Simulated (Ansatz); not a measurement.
F2GeH6Si2, SMILES `[F][Ge]([F])([SiH3])[SiH3]`, 11 atoms. Charge 0, multiplicity 1. Correlated methods include outer-core shells of Ge, which these sets cover unevenly. Scalar relativity is left out up to krypton. All runs use 4 threads of an Intel Xeon Platinum 8259CL on a shared host. Correlated methods freeze the cores.

Q: Give the basis size and wall time and peak host memory of each of these runs in Ansatz. RKS B3LYP-D4/def2-TZVPP energy and forces; RKS r2SCANh-D4/def2-TZVPP energy; RKS BLYP-D4/def2-TZVPP energy; RKS r2SCAN0-D4/def2-TZVPP energy; RKS PBE0-D4/def2-TZVP frequencies; RKS PBE0-D4/def2-TZVP relaxation (8 steps); RKS PBE0-D4/def2-SVP energy; RKS ωB97M-V/def2-SVP energy; direct RPA on PBE orbitals/def2-TZVPP energy; RKS ωB97M-V/def2-QZVPP energy; RHF-MP2/def2-QZVPP energy; RKS PBE0-D4/def2-QZVPP energy. (Estimate.)

A: Ansatz gave: Other jobs shared the machine, so times are rough.

```csv
level,job,functions,wall time,peak host memory (GiB)
RKS PBE0-D4/def2-SVP,energy,126,1.9 s,0.32
RKS BLYP-D4/def2-TZVPP,energy,278,2.7 s,0.44
direct RPA on PBE orbitals/def2-TZVPP,energy,278,6.5 s,0.7
RKS r2SCAN0-D4/def2-TZVPP,energy,278,7.5 s,0.99
RKS ωB97M-V/def2-SVP,energy,126,7.5 s,0.48
RKS B3LYP-D4/def2-TZVPP,energy and forces,278,8.5 s,0.98
RKS r2SCANh-D4/def2-TZVPP,energy,278,9 s,0.98
RKS PBE0-D4/def2-QZVPP,energy,523,15 s,2.6
RKS ωB97M-V/def2-QZVPP,energy,523,26 s,3
RHF-MP2/def2-QZVPP,energy,523,32 s,3.5
RKS PBE0-D4/def2-TZVP,relaxation (8 steps),220,48 s,0.78
RKS PBE0-D4/def2-TZVP,frequencies,220,3.8 min,0.8
```

B3LYP here is the variant with VWN-RPA as its local correlation; programs differ in this.
